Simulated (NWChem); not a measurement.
System: SnN$_{2}$H$_{4}$Cl$_{2}$; SMILES [NH2][Sn]([NH2])([Cl])[Cl]

Input file for NWChem:

```
start job
memory heap 200 mb stack 900 mb global 1100 mb
geometry units angstroms noautosym nocenter noautoz
  N      0.160101    -1.661885    -1.496563
  Sn     0.000000     0.000000    -0.313296
  N     -0.160101     1.661885    -1.496563
  Cl     1.921463    -0.068544     1.081718
  Cl    -1.921463     0.068544     1.081718
  H     -0.764547    -1.902858    -1.883477
  H      0.455516    -2.461299    -0.917117
  H      0.764547     1.902858    -1.883477
  H     -0.455516     2.461299    -0.917117
end
basis spherical
  * library sto-3g
end
dft
  xc b3lyp
  iterations 150
end
property
  response 1 0.0773
end
task dft property
```

Parts of the log:

```
             Northwest Computational Chemistry Package (NWChem) 7.3.0
             --------------------------------------------------------

                             Geometry "geometry" -> ""
                             -------------------------

 Output coordinates in angstroms (scale by  1.889725989 to convert to a.u.)

  No.       Tag          Charge          X              Y              Z
 ---- ---------------- ---------- -------------- -------------- --------------
    1 N                    7.0000     0.16010100    -1.66188500    -1.49656300
    2 Sn                  50.0000     0.00000000     0.00000000    -0.31329600
    3 N                    7.0000    -0.16010100     1.66188500    -1.49656300
    4 Cl                  17.0000     1.92146300    -0.06854400     1.08171800
    5 Cl                  17.0000    -1.92146300     0.06854400     1.08171800
    6 H                    1.0000    -0.76454700    -1.90285800    -1.88347700
    7 H                    1.0000     0.45551600    -2.46129900    -0.91711700
    8 H                    1.0000     0.76454700     1.90285800    -1.88347700
    9 H                    1.0000    -0.45551600     2.46129900    -0.91711700

 Effective nuclear repulsion energy (a.u.)     755.8070892876

                              NWChem Property Module
                              ----------------------

                                 NWChem DFT Module
                                 -----------------

 Summary of "ao basis" -> "ao basis" (spherical)
 ------------------------------------------------------------------------------
       Tag                 Description            Shells   Functions and Types
 ---------------- ------------------------------  ------  ---------------------
 N                           sto-3g                  3        5   2s1p
 Sn                          sto-3g                 11       27   5s4p2d
 Cl                          sto-3g                  5        9   3s2p
 H                           sto-3g                  1        1   1s

            General Information
            -------------------
          SCF calculation type: DFT
          Wavefunction type:  closed shell.
          No. of atoms     :     9
          No. of electrons :   102
           Alpha electrons :    51
            Beta electrons :    51
          Charge           :     0
          Spin multiplicity:     1
          Use of symmetry is: off; symmetry adaption is: off
          Maximum number of iterations: 150
          AO basis - number of functions:    59
                     number of shells:    31
          Convergence on energy requested:  1.00D-06
          Convergence on density requested:  1.00D-05
          Convergence on gradient requested:  5.00D-04

              XC Information
              --------------
                         B3LYP Method XC Potential
                     Hartree-Fock (Exact) Exchange  0.200
                        Slater Exchange Functional  0.800 local
                    Becke 1988 Exchange Functional  0.720 non-local
              Lee-Yang-Parr Correlation Functional  0.810
                  VWN I RPA Correlation Functional  0.190 local

             Grid Information
             ----------------
          Grid used for XC integration:  medium
          Radial quadrature: Mura-Knowles
          Angular quadrature: Lebedev.
          Tag              B.-S. Rad. Rad. Pts. Rad. Cut. Ang. Pts.
          ---              ---------- --------- --------- ---------
          N                   0.65       49          10.0       434
          Sn                  1.45      123           8.0       590
          Cl                  1.00       88          11.0       590
          H                   0.35       45          11.0       434
          Grid pruning is: on
          Number of quadrature shells:   577
          Spatial weights used:  Erf1

      Superposition of Atomic Density Guess
      -------------------------------------

 Sum of atomic energies:       -6981.39448477

      Non-variational initial energy
      ------------------------------

 Total energy =   -6981.543049
 1-e energy   =  -11172.611276
 2-e energy   =    3435.261138
 HOMO         =      -0.176579
 LUMO         =       0.170433

   convergence    iter        energy       DeltaE   RMS-Dens  Diis-err
 ---------------- ----- ----------------- --------- --------- ---------
 d= 0,ls=0.0,diis     1  -6986.1766981465 -7.74D+03  3.16D-02  4.80D-01
 d= 0,ls=0.0,diis     2  -6986.2135059095 -3.68D-02  1.65D-02  3.56D-01
 d= 0,ls=0.0,diis     3  -6986.2828775738 -6.94D-02  4.61D-03  2.39D-02
 d= 0,ls=0.0,diis     4  -6986.2870873848 -4.21D-03  1.22D-03  1.74D-03
 d= 0,ls=0.0,diis     5  -6986.2875365085 -4.49D-04  6.72D-05  8.47D-07
 d= 0,ls=0.0,diis     6  -6986.2875369064 -3.98D-07  1.16D-05  1.68D-07
 d= 0,ls=0.0,diis     7  -6986.2875369463 -3.99D-08  8.14D-07  6.94D-10

         Total DFT energy =    -6986.287536946335
      One electron energy =   -11163.453171070631
           Coulomb energy =     3654.825833265505
    Exchange-Corr. energy =     -233.467288428819
 Nuclear repulsion energy =      755.807089287611

 Numeric. integr. density =      102.000014505165

                       DFT Final Molecular Orbital Analysis
                       ------------------------------------

[...]

 DFT Linear Response polarizability / au
 Frequency  =       0.0773000 / au
 Wavelength =     589.4353558 / nm
              X              Y              Z
 -----------------------------------------------
 X      42.4387266     -4.8968713     -0.0000001
 Y      -4.8968706     31.8073349      0.0000000
 Z      -0.0000001      0.0000000     37.7449281
 -----------------------------------------------
 Eigenvalues =      44.3504764     29.8955850     37.7449281
 Isotropic   =      37.3303299
 Anisotropic =      12.5337413
 -----------------------------------------------

 Magnetic Dipole Response Matrix (nonzero elements):
```

Level: B3LYP/STO-3G, non-relativistic. STO-3G and 3-21G are far too small for this property and stand as cheap habits. Coordinates come from a PBE-D3(BJ)/def2-SVP (def2 core potentials past Kr) optimisation. No frequency run checked for a minimum. B3LYP is NWChem's, with the RPA form of VWN correlation.
